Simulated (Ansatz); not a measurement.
Program: Ansatz. Geometries: PBE0-D4/def2-TZVP. ΔE: electronic, gas phase. CCSD(T)/CBS is the MP2 limit (def2-TZVPP, def2-QZVPP) plus CCSD(T) − MP2 in def2-TZVPP, frozen cores. DFT in def2-TZVPP. B3LYP here is the variant with VWN-RPA as its local correlation; programs differ in this.

`[SiH3]C1B[SiH2][SiH2]1` + `C1C[SiH2]1` → `[SiH3][SiH]1CC1` + `B1C[SiH2][SiH2]1`  (formal exchange of groups at the Si–C bond)

```tsv
level	ΔE (eV)
PBE0-D4	-0.03
ωB97M-V	0.11
PBE0	-0.08
B3LYP	-0.05
CCSD/def2-TZVPP	0.07
MP2/def2-QZVPP	0.14
SCS-MP2/def2-QZVPP	0.13
CCSD/CBS(def2)	0.08
```

**Question.** What does CCSD(T)/CBS give? (Best estimate.)

**Answer.** The calculation gave: +0.07 eV. The listed levels differ from it by -0.10, 0.04, -0.15, -0.12, 0.00, 0.07, 0.06, 0.01 eV.

Largest T1 diagnostic among the species: 0.015.

From PBE to PBE0 (25 % exact exchange), in def2-TZVPP and without D4, ΔE moves by +0.06 eV. The D4 term adds +0.08 eV with B3LYP and +0.04 eV with PBE0; it sums over pairs of atoms, weighted by their polarisabilities, and B3LYP, whose exchange is more repulsive, gets the larger term.
